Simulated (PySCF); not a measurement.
Compound: C3H6FOSi (doublet state).
Cartesian coordinates in Å at the GFN2-xTB level; atoms count from 1:
```xyz
12
C3H6FOSi angstrom
F     -3.725    0.403    0.566
C     -2.586    0.404   -0.148
C     -1.398    0.095    0.449
C     -0.183    0.072   -0.203
O      0.934   -0.242    0.454
Si     2.503   -0.362    0.017
H     -2.737    0.663   -1.182
H     -1.408   -0.147    1.503
H     -0.104    0.306   -1.256
H      3.062   -0.748    1.300
H      2.985    0.925   -0.491
H      2.659   -1.369   -1.035
```

The hyperfine couplings belong to this conformer and change with its torsions.

Identity: `F/C=C/[CH]O[SiH3]` [radical].

Method used: UKS B3LYP, pcH-1 on C F H O Si, non-relativistic, mean-field spin-orbit, GIAO in PySCF 2.14.0. One conformer (not necessarily the lowest) at the GFN2-xTB geometry, without solvent, vibrations or thermal averaging. The geometry wasn't refined by DFT: couplings that depend on bond lengths, twists or pyramidal angles can differ widely from those at the functional's own minimum. Stability of the SCF solution: not tested. ⟨S²⟩ is 0.775 where a pure state has 0.75.

Q: Where do the isotropic ENDOR lines of F1, H7, H9, H8 and H10/H11/H12 fall at 1216.1 mT, to first order?

A: For S = 1/2 in fast tumbling each set of equivalent nuclei gives two lines, ν± = |νn ± a/2| to first order, with νn = g_N μN B/h and μN/h = 7.62259 MHz/T.

```
     nuclei  isotope     g_N  νn (MHz)  a_iso (MHz)  lower line (MHz)  upper line (MHz)
         F1      19F  5.2577     48.74        93.12              2.18             95.30
         H7       1H  5.5857     51.78       -42.08             30.74             72.82
         H9       1H  5.5857     51.78       -41.35             31.10             72.45
         H8       1H  5.5857     51.78        11.78             45.89             57.67
H10/H11/H12       1H  5.5857     51.78         3.82             49.87             53.69
```

Q: Which pairs are centred on the nuclear Larmor frequency, and which on half the coupling?

A: Centred on νn, since |a| < 2νn: F1, H7, H9, H8 and H10/H11/H12. No pair has |a| > 2νn.

Q: At what field would the lower line of H8 fall to zero frequency?

A: Where νn = |a|/2, that is B = 5.89 MHz/(5.5857 × 7.62259 MHz/T) = 138 mT, as far as first order holds there.

Means are taken over nuclei equivalent by connectivity, which assumes that they swap fast. The three 1H nuclei of mean +3.8 MHz run from -2.4 to 7.0 MHz in the frozen geometry.
